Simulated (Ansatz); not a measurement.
Program: Ansatz. Geometries: PBE0-D4/def2-TZVP. ΔE: electronic, gas phase. CCSD(T)/CBS adds triple-zeta CCSD(T) − MP2 to the extrapolated MP2 energy (def2 sets, frozen cores). This one scheme is used for every species. Functionals use def2-TZVPP. B3LYP here is the variant with VWN-RPA as its local correlation; programs differ in this. HSE06 is defined as in plane-wave codes. For Se outer-core shells are correlated without core-valence functions, which leaves a few kJ/mol of doubt a bond. Scalar relativity is left out up to krypton. Each species was taken in one conformer, which may not be the lowest.

Reaction (ligand exchange at the Si–Cl bond): `P[SiH2]Cl` + H₂Se → `P[SiH2][SeH]` + HCl

| level | ΔE (kcal/mol) | difference from CCSD(T)/CBS |
| --- | --- | --- |
| B3LYP-D4 | 7.7 | 0.8 |
| r2SCANh-D4 | 7.5 | 0.6 |
| r2SCAN0-D4 | 7.4 | 0.5 |
| r2SCAN | 7.7 | 0.8 |
| r2SCAN0 | 7.6 | 0.7 |
| HSE06 | 7.1 | 0.2 |
| BHLYP | 9.2 | 2.3 |
| CAM-B3LYP | 9.1 | 2.2 |
| SCS-MP2/def2-TZVPP | 7.6 | 0.7 |
| HF/CBS(def2) | 10.2 | 3.3 |
| CCSD(T)/CBS | 6.9 | 0 |

Largest T1 diagnostic among the species: 0.012.

In def2-TZVPP, CCSD(T) changes the Hartree–Fock value by −2.9 kcal/mol (the triples alone add −0.4 kcal/mol) and MP2 by −3.1 kcal/mol. Leaving LDA and LC-ωPBE aside and taking each functional with its dispersion term where it has one, the values, not all of them listed here, spread over 2.6 kcal/mol, from revPBE-D4 to B97M-V.
